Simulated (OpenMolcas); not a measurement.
# Cr4+: moving the ligands

Cr4+ with 6 ligands (chloride) in octahedral coordination (Oh) at 2.31 Å. A charge of +0.333 e stands 3.2 Å behind each ligand. Ligand basis ANO-RCC-VDZP.

```
Program             : OpenMolcas 26.06
Method              : SS-CASPT2, IPEA 0.25 Eh, imaginary shift 0.1 Eh (closed shells correlated: 3s 3p and the ligand valence shells)
Basis               : ANO-RCC-VDZP [5s4p2d1f]
Scalar Hamiltonian  : DKH2, point nucleus
Active space        : 2 electrons in 5 orbitals (3d)
State averaging     : 2S+1 = 3 even, 10 roots; 2S+1 = 1 even, 15 roots
Spin-orbit coupling : RASSI with atomic mean-field integrals over the reference wave functions
```

Runs around this geometry, states (labels of O, the rotations of Oh). Energies in cm-1 above the lowest state or level, χT in cm3 K/mol; under a threefold ground state the first gap can be a small split of the lowest multiplet, not the spin-orbit step.

```
R (Å)  Ground state  First state of that spin  First gap with spin-orbit (degeneracies)  χT at 300 K  First state of another spin
 2.23           3T1                 3T2 24920                                  5 (2, 3)        0.756                     1T2 8630
 2.31           3T1                 3T2 23490                                  5 (2, 3)        0.750                     1T2 8760
  2.4           3T1                 3T2 22300                                  6 (2, 3)        0.745               2S+1 = 1: 8850
```

Taking the first state of the same spin as R^-n, n = -ln(22300 / 24920) / ln(2.4 / 2.23) = 1.5 between the shortest and longest distance.

Roots that are degenerate in the reference are averaged as groups; the widest CASPT2 spread within a group is 430 cm-1 (the 2-fold group of multiplicity 1 near 54300 cm-1 above the lowest state of its run, R = 2.31). Shifts and gaps below about the spread of the groups concerned are not significant. Over all roots computed the reference weight is 0.61 to 0.64 in R = 2.23, 0.60 to 0.63 in R = 2.31, 0.59 to 0.63 in R = 2.4; a low but even weight reflects the number of correlated electrons. An orbital triplet at a regular site is open to Jahn-Teller coupling, which can distort the site and quench the lowest spin-orbit gaps and is left out. The least metal-like active orbital is 71 % on the metal (Löwdin) and no ligand orbital is active, so the numbers are rough. Ligand-to-metal charge-transfer states are missing. These CASPT2 states fit no ligand-field parameters well, so their order and spin gaps are uncertain. With no ligand orbital active B as a rule stays too high, so bands that hang on it stand too high and its fall with covalency is understated. With one d shell and no ligand orbital active, 10Dq can be off by a tenth or more. No measured value stands beside these numbers; the geometry was imposed, not optimised, and the real ion may take another.

A state without a sure symmetry label is named by its multiplicity alone.
